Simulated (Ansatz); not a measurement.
C2H10BNSi (`CNB(C)[SiH3]`), relaxed with RKS PBE0-D4/def2-TZVP in Ansatz from a PBE-D4/def2-SVP geometry. The force threshold is 0.005 eV/Å; the program also tests the step.

Charge 0, multiplicity 1.

Start:

```xyz
15

C     1.706   -0.302    1.434
N     1.091   -0.030    0.146
B    -0.272    0.041   -0.196
C    -1.451   -0.182    0.837
Si   -0.691    0.458   -2.146
H     2.328    0.552    1.781
H     0.929   -0.488    2.199
H     2.363   -1.198    1.393
H     1.779    0.129   -0.595
H    -2.090   -1.029    0.504
H    -2.124    0.703    0.850
H    -1.144   -0.385    1.884
H    -1.522   -0.621   -2.806
H    -1.471    1.745   -2.306
H     0.569    0.607   -2.978
```

Problem. By how much does the energy fall, and how many steps does the optimiser take? (Estimate.)

Solution. The calculation gave: 0.05 eV, in 4 steps.

Problem. Which bonds change most? (Estimate.)

Solution. Computed: Si5–H14 from 1.514 to 1.493 Å; Si5–H13 from 1.513 to 1.493 Å; Si5–H15 from 1.516 to 1.496 Å; C1–H6 from 1.113 to 1.094 Å.

Problem. Give the relaxed structure. (An estimate is asked.)

Solution. Ansatz gave: 
```xyz
15

C     1.691   -0.300    1.425
N     1.082   -0.029    0.142
B    -0.269    0.041   -0.195
C    -1.439   -0.182    0.834
Si   -0.684    0.456   -2.136
H     2.303    0.543    1.760
H     0.922   -0.477    2.174
H     2.331   -1.187    1.380
H     1.761    0.128   -0.587
H    -2.069   -1.017    0.506
H    -2.099    0.692    0.847
H    -1.136   -0.383    1.865
H    -1.502   -0.614   -2.780
H    -1.457    1.725   -2.286
H     0.563    0.604   -2.949
```
